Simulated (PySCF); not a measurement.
## Gd(NH2)3 at several levels of theory

Computed with PySCF 2.14.0 (density fitting, no spin-orbit coupling) at the geometry relaxed with PBE0:

```xyz
10
Gd(NH2)3 (singlet in the valence; each metal's 4f electrons, 7 of them, lie in its core potential, out of spins and levels)
Gd   -0.0081   -0.0070   -0.0363
N     2.1901   -0.0002   -0.0018
H     2.8147   -0.8000    0.1096
H     2.8067    0.8095   -0.0835
N    -1.0983    1.8926   -0.2279
H    -2.1068    2.0495   -0.2324
H    -0.6840    2.8218   -0.3156
N    -1.1006   -1.8986    0.2145
H    -0.7018   -2.8304    0.3399
H    -2.1120   -2.0373    0.2335
```

```tsv
level	basis	state	HOMO (eV)	gap (eV)	charge on Gd1 (e)	population of f-type functions on Gd1 (polarisation alone where 4f lies in the core)	dipole about the centre of mass (D)	largest force component (eV/Å)
PBE0	Gd lcecp-1-SVP with ECP53, N def2-SVP, H def2-SVP	singlet	-6.00	4.91	0.93	0.06	0.11	0.01
PBE0	Gd lcecp-1-TZVP with ECP53, N def2-TZVP, H def2-TZVP	singlet	-6.18	5.01	1.56	0.06	0.12	0.46
```

In the lcecp rows the 4f levels are missing from HOMO and gap, and the state counts the valence alone.

Charges are Mulliken's, which hang on the basis. The relaxation used the grid (50, 194), these runs (75, 302) or, all-electron (x2c bases, spin-free X2C Hamiltonian), (99, 590).

Problem. A further run in the first row's basis gives HOMO (eV) -5.77, gap (eV) 4.35, charge on Gd1 (e) 0.86, population of f-type functions on Gd1 (polarisation alone where 4f lies in the core) 0.06, dipole about the centre of mass (D) 0.11, largest force component (eV/Å) 0.12. Which level was it?
A. wB97X
B. B3LYP

Solution. B. The others give HOMO -8.46 eV (wB97X).

In the first row's basis the gap widens with exact exchange: 4.4 to 4.9 eV for B3LYP, PBE0 (a fixed share); 8.9 eV for wB97X (rising or full at long range).

An lcecp potential fixes the number of 4f electrons, so in runs with it no electron can move into or out of that shell.
